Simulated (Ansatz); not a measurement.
Basis-set series for `[F][GeH]([F])[Cl]`. Total charge 0; spin multiplicity 1. All single points use the PBE0-D4/def2-TZVP geometry.

| functional | basis | functions | energy (Eh) | HOMO (eV) | LUMO (eV) |
| --- | --- | --- | --- | --- | --- |
| PBE0-D4 | def2-SVP | 83 | -2736.43828 | -9.87 | -0.54 |
| PBE0-D4 | def2-QZVPP | 303 | -2737.18726 | -10.03 | -0.89 |
| ωB97M-V | def2-SVP | 83 | -2736.85319 | -12.10 | 1.67 |
| ωB97M-V | def2-QZVPP | 303 | -2737.60145 | -12.32 | 1.06 |

Question: Give the rows for def2-TZVPP. (Estimate.)

Answer: The calculation gave: 
```csv
functional,basis,functions,energy (Eh),HOMO (eV),LUMO (eV)
PBE0-D4,def2-TZVPP,166,-2737.11676,-10.00,-0.78
ωB97M-V,def2-TZVPP,166,-2737.53362,-12.28,1.30
```

Positive LUMOs are unbound and depend on the basis. Scalar relativity is left out up to krypton.

Program: Ansatz 0.2.0.
